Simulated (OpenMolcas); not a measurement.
**B I: the spin-orbit constant, worked from levels**

- Program: OpenMolcas
- Basis: ANO-R3 [4s4p2d1f]
- Scalar Hamiltonian: X2C, finite nucleus
- Active space: 3 electrons in 4 orbitals (2s 2p)
- State averaging: 2S+1 = 4 odd, 1 root (0 in the spin-orbit step); 2S+1 = 2 odd, 3 roots; 2S+1 = 4 even, 3 roots; 2S+1 = 2 even, 5 roots
- Spin-orbit coupling: state interaction with AMFI integrals over the reference wave functions, term energies averaged over their components

Methods: CASSCF; SS-CASPT2, IPEA 0.25 Eh, imaginary shift 0.1 Eh (closed shells correlated: 1s). Measured levels: NIST Handbook of Basic Atomic Spectroscopic Data.

**The spin-orbit constant.** For the Hund term 2P* of p1, E(J) = (A/2) J(J+1) + constant and ζ = 2S·A = A. From J = 1/2 to J = 3/2 the energy changes by 1.5 A.

| Source | E(3/2) - E(1/2) | A | ζ |
| --- | --- | --- | --- |
| CASSCF | 14.3 | 9.5 | 10 |
| SS-CASPT2 | 14.3 | 9.5 | 10 |
| measured | 15.3 | 10.2 | 10 |

All in cm-1. SS-CASPT2 is off by -6.5 % and CASSCF by -6.5 %. Both methods take the spin-orbit matrix elements from the reference wave functions, so the second can move ζ only through the term energies and any multistate remixing.

Without dynamic correlation excited terms often stand tens of per cent too high (terms of higher spin than the ground term too low), and those without a measured partner can miss by more than the paired ones (holds for CASSCF). Computed and measured levels are paired by configuration, term and J; levels that our copy of the source lacks, or whose pairing is in doubt (as where it misses far off the trend of its configuration), stay unpaired and out of the deviations. Levels of configurations outside the active space are missing.

* marks odd parity.
